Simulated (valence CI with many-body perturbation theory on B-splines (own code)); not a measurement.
E1 transitions of Tl50+

Calculated by valence CI with perturbative core correlation (CI+MBPT): three valence electrons over a frozen Dirac-Fock core [Ar] 3d10, radial functions for each j: 11 s, 11 p, 10 d, 8 f, 5 g, 2 h, with the one-electron correlation potential Σ1 (screened to all orders), the two-electron term Σ2, the three-electron term Σ3, Breit, model QED; selected single and double excitations, second order for the rest, scaled by the run's own slope (own B-spline code, finite nucleus).

No measured spectrum was set against this ion. As an estimate, large intervals hold to a few tenths of a per cent, small ones and those within an open d or f shell to about a per cent.

Lines 201 to 250 of 548 in falling wavelength, among levels below 1066.1 eV, chosen from the strongest by gf and those to the six lowest levels. Wavelengths and rates use the calculated energies. Electric multipoles are in the length gauge with retardation, E1 and E2 with the static RPA response of the core. Weak lines are less certain than strong ones. Lines between different terms over intervals too small for the method are left out, as are lines whose strength nearly cancels. The highest levels of a list are the least certain.

Levels are named by their leading jj configuration (3d3/2^4 stands for four electrons in 3d with j = 3/2), which in mixed levels can hold well under half, so a name can repeat and another be missing. Letters in brackets count levels of one name in rising energy.

| λ vac (Å) | Upper | Lower | A (s⁻¹) | S (a.u.) |
| --- | --- | --- | --- | --- |
| 55.72 | (4s 4d5/2 4f5/2) J=3/2 [b] | (4s 4p3/2 4f5/2) J=3/2 [a] | 2.04e+11 | 6.98e-02 |
| 55.72 | (4p1/2 4p3/2 4f5/2) J=3/2 [b] | (4p1/2 4p3/2 4d3/2) J=1/2 [b] | 2.24e+11 | 7.65e-02 |
| 55.67 | (4s 4d3/2 4d5/2) J=7/2 [b] | (4s 4p3/2 4d3/2) J=5/2 [a] | 8.74e+10 | 5.95e-02 |
| 55.65 | (4s 4p3/2 4f7/2) J=7/2 [b] | (4s 4p3/2 4d3/2) J=5/2 [b] | 2.04e+11 | 1.39e-01 |
| 55.53 | (4s 4p3/2 4f7/2) J=5/2 [a] | (4s 4p3/2 4d3/2) J=3/2 [b] | 2.08e+11 | 1.05e-01 |
| 55.47 | (4s^2 4f5/2) J=5/2 | (4s^2 4d3/2) J=3/2 | 1.57e+11 | 7.92e-02 |
| 55.46 | (4p1/2 4d5/2^2) J=5/2 | (4p1/2 4p3/2 4d5/2) J=5/2 [a] | 1.92e+11 | 9.71e-02 |
| 55.44 | (4p3/2^2 4d5/2) J=5/2 [b] | (4p3/2^3) J=3/2 | 1.24e+12 | 6.27e-01 |
| 55.36 | (4s 4p1/2 4d5/2) J=5/2 [b] | (4s 4p1/2 4p3/2) J=5/2 | 1.22e+11 | 6.13e-02 |
| 55.33 | (4s 4d5/2 4f7/2) J=5/2 | (4s 4p3/2 4f7/2) J=7/2 [a] | 1.41e+11 | 7.06e-02 |
| 55.28 | (4p1/2 4p3/2 4f5/2) J=1/2 | (4p1/2 4p3/2 4d3/2) J=1/2 [b] | 2.59e+11 | 4.33e-02 |
| 55.28 | (4s 4p1/2 4f5/2) J=3/2 | (4s 4p1/2 4d3/2) J=1/2 | 2.47e+11 | 8.24e-02 |
| 55.13 | (4s 4d5/2 4f7/2) J=11/2 | (4s 4p3/2 4f7/2) J=9/2 [a] | 6.25e+10 | 6.20e-02 |
| 55.11 | (4p1/2 4p3/2 4f7/2) J=7/2 [b] | (4p1/2 4p3/2 4d3/2) J=5/2 [b] | 1.72e+11 | 1.14e-01 |
| 55.09 | (4s 4d3/2 4f5/2) J=3/2 [a] | (4s 4d3/2^2) J=3/2 | 1.62e+11 | 5.34e-02 |
| 54.94 | (4s 4p1/2 4d5/2) J=3/2 | (4s 4p1/2 4p3/2) J=5/2 | 2.74e+10 | 8.97e-03 |
| 54.91 | (4p1/2 4d5/2^2) J=3/2 | (4p1/2 4p3/2 4d5/2) J=3/2 [a] | 1.89e+11 | 6.18e-02 |
| 54.91 | (4s 4d5/2^2) J=7/2 [a] | (4s 4p3/2 4d3/2) J=5/2 [b] | 2.95e+11 | 1.93e-01 |
| 54.85 | (4s 4d3/2 4d5/2) J=3/2 [b] | (4s 4p3/2 4d3/2) J=1/2 [a] | 1.39e+11 | 4.51e-02 |
| 54.83 | (4s 4d3/2 4f5/2) J=5/2 [a] | (4s 4d3/2^2) J=3/2 | 1.14e+11 | 5.58e-02 |
| 54.80 | (4s 4d5/2 4f5/2) J=1/2 | (4s 4d3/2 4d5/2) J=3/2 [b] | 2.89e+11 | 4.69e-02 |
| 54.79 | (4s 4d3/2 4f5/2) J=3/2 [b] | (4s 4d3/2^2) J=1/2 | 2.21e+11 | 7.18e-02 |
| 54.78 | (4s 4d3/2 4f5/2) J=7/2 [b] | (4s 4d3/2^2) J=5/2 | 2.88e+11 | 1.87e-01 |
| 54.72 | (4s 4d5/2 4f5/2) J=9/2 | (4s 4d3/2 4d5/2) J=9/2 | 1.89e+11 | 1.53e-01 |
| 54.68 | (4s 4p3/2 4f7/2) J=9/2 [a] | (4s 4p3/2 4d3/2) J=7/2 | 1.87e+11 | 1.51e-01 |
| 54.59 | (4s 4d3/2 4d5/2) J=5/2 [b] | (4s 4p3/2 4d3/2) J=3/2 [a] | 2.37e+11 | 1.14e-01 |
| 54.54 | (4p1/2 4p3/2 4f5/2) J=7/2 [b] | (4p1/2 4p3/2 4d3/2) J=5/2 [b] | 6.33e+11 | 4.05e-01 |
| 54.39 | (4p1/2 4d5/2^2) J=9/2 | (4p1/2 4p3/2 4d5/2) J=9/2 | 7.48e+10 | 5.94e-02 |
| 54.37 | (4s 4d5/2^2) J=3/2 | (4s 4p3/2 4d5/2) J=3/2 [a] | 2.13e+11 | 6.77e-02 |
| 54.30 | (4s 4d3/2 4f5/2) J=5/2 [b] | (4s 4d3/2^2) J=5/2 | 1.95e+11 | 9.26e-02 |
| 54.26 | (4s 4d3/2 4f5/2) J=1/2 | (4s 4d3/2^2) J=1/2 | 4.76e+11 | 7.50e-02 |
| 54.13 | (4s 4p3/2 4f5/2) J=7/2 | (4s 4p3/2 4d3/2) J=5/2 [a] | 4.50e+11 | 2.82e-01 |
| 54.08 | (4s 4p3/2 4f5/2) J=5/2 [b] | (4s 4p3/2 4d3/2) J=3/2 [b] | 1.49e+11 | 6.97e-02 |
| 53.81 | (4s 4d5/2 4f5/2) J=3/2 [a] | (4s 4d3/2 4d5/2) J=3/2 [a] | 4.13e+11 | 1.27e-01 |
| 53.71 | (4s 4d5/2 4f5/2) J=5/2 [a] | (4s 4d3/2 4d5/2) J=5/2 [a] | 3.80e+11 | 1.74e-01 |
| 53.62 | (4s 4p3/2 4d5/2) J=7/2 [b] | (4s 4p3/2^2) J=5/2 | 7.29e+11 | 4.44e-01 |
| 53.58 | (4s 4p3/2 4f5/2) J=5/2 [a] | (4s 4p3/2 4d3/2) J=5/2 [a] | 1.94e+11 | 8.83e-02 |
| 53.54 | (4s 4p3/2 4f5/2) J=5/2 [a] | (4s 4p3/2 4d3/2) J=3/2 [a] | 2.89e+11 | 1.31e-01 |
| 53.43 | (4s 4p3/2 4f7/2) J=5/2 [b] | (4s 4p3/2 4d5/2) J=5/2 [a] | 1.73e+11 | 7.82e-02 |
| 53.38 | (4p1/2 4p3/2 4f5/2) J=9/2 | (4p1/2 4p3/2 4d3/2) J=7/2 | 4.90e+11 | 3.68e-01 |
| 53.34 | (4s 4d5/2 4f5/2) J=7/2 [a] | (4s 4d3/2 4d5/2) J=7/2 [a] | 3.03e+11 | 1.81e-01 |
| 53.32 | (4s 4p1/2 4f5/2) J=7/2 | (4s 4p1/2 4d3/2) J=5/2 | 2.36e+11 | 1.41e-01 |
| 53.16 | (4s 4p3/2 4f5/2) J=3/2 [a] | (4s 4p3/2 4d3/2) J=3/2 [a] | 2.24e+11 | 6.66e-02 |
| 53.14 | (4p1/2^2 4f5/2) J=5/2 | (4p1/2^2 4d3/2) J=3/2 | 3.77e+11 | 1.68e-01 |
| 53.05 | (4s 4p1/2 4d5/2) J=5/2 [b] | (4s 4p1/2 4p3/2) J=3/2 [a] | 1.26e+10 | 5.57e-03 |
| 52.90 | (4p1/2 4p3/2 4f5/2) J=5/2 [a] | (4p1/2 4p3/2 4d3/2) J=3/2 [a] | 5.19e+11 | 2.27e-01 |
| 52.88 | (4s 4d3/2 4f5/2) J=5/2 [b] | (4s 4d3/2^2) J=3/2 | 5.47e+11 | 2.40e-01 |
| 52.88 | (4s 4p3/2 4f5/2) J=9/2 | (4s 4p3/2 4d3/2) J=7/2 | 7.78e+11 | 5.68e-01 |
| 52.82 | (4p1/2 4p3/2 4f5/2) J=7/2 [a] | (4p1/2 4p3/2 4d3/2) J=5/2 [a] | 5.43e+11 | 3.16e-01 |
| 52.72 | (4s 4p1/2 4f5/2) J=5/2 [a] | (4s 4p1/2 4d3/2) J=3/2 [a] | 3.39e+11 | 1.47e-01 |
